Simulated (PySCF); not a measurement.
C5H6FP: full NMR table

```yaml
Formula: C5H6FP
SMILES: Cc1cc[pH]c1F
InChI: InChI=1S/C5H6FP/c1-4-2-3-7-5(4)6/h2-3,7H,1H3
Point_group_of_the_computed_structure: C1
Carbon_signals: 5
Proton_signals: 4
```

Structure with atom numbers: `[CH3:1][c:2]1[cH:3][cH:4][pH:5][c:6]1[F:7]`. Hydrogens are named by the atom that carries them.

PySCF 2.14.0 with density-fitted response routines calculation with geometry from GFN2-xTB and NMR shieldings at PBE0/pcSseg-1/GIAO; fast rotation and ring inversion assumed for equivalent nuclei, relativity neglected, one conformer, isolated molecule.

Scale: $^{1}$H and $^{13}$C against TMS; CFCl3 for $^{19}$F; $^{31}$P against H3PO4 (reference shieldings calculated alike).

| carbon | δC, type | δH (multiplicity) | HMBC from (2–3 bonds) | span of the C tensor (ppm) |
| --- | --- | --- | --- | --- |
| C1 | 13.7, CH3 | 2.21 (s) | H(C3) | 29 |
| C2 | 134.5, C | – | H(C3), H(C4), H(P5), H(C1) | 183 |
| C3 | 149.3, CH | 7.04 (m) | H(C4), H(P5), H(C1) | 201 |
| C4 | 125.4, CH | 6.24 (m) | H(C3), H(P5) | 204 |
| C6 | 181.2, C | – | H(C3), H(C4), H(P5), H(C1) | 127 |

Other nuclei:
| atoms | nucleus | environment | δ (ppm) | σ (ppm) |
| --- | --- | --- | --- | --- |
| H(P5) | $^{1}$H | hydrogen on a ring phosphorus | 5.12 | 26.60 |
| F7 | $^{19}$F | fluorine on an unsaturated ring | -135.2 | 306.1 |
| P5 | $^{31}$P | ring phosphorus | -96.7 | 415.0 |

1. δC 181.2, 134.5: unsaturated ring carbon.
2. δC 149.3, 125.4: unsaturated ring CH.
3. δC 13.7: methyl carbon on an unsaturated ring; a saturated carbon with 1 carbon neighbour and no heteroatom attached.
4. δH 7.04, 6.24: hydrogen on a unsaturated ring CH.
5. δH 5.12: hydrogen on a ring phosphorus.

Splittings by $^{19}$F and $^{31}$P in the carbon and heteronuclear signals aren't shown, as no couplings were computed. Shifts are as computed. Against solution values, carbons near 30 ppm lie about +3 ppm off and those near 130 ppm about +5 ppm. Of 1211 compounds with measured shifts, 218 miss one by over three times the rms of a fit or turn the order of signals round; such compounds aren't used in these exercises. Unscaled 19F shifts against computed CFCl3 carry errors that often reach 10 to 50 ppm. Experimental scales use liquid or dissolved standards, which lie at an offset from isolated H3PO4. No couplings were computed; multiplicities are counted from neighbouring protons, with m where these are inequivalent, close in shift, in a saturated or five-membered ring or joined by F or P, and br s for small geminal =CH2 splittings.
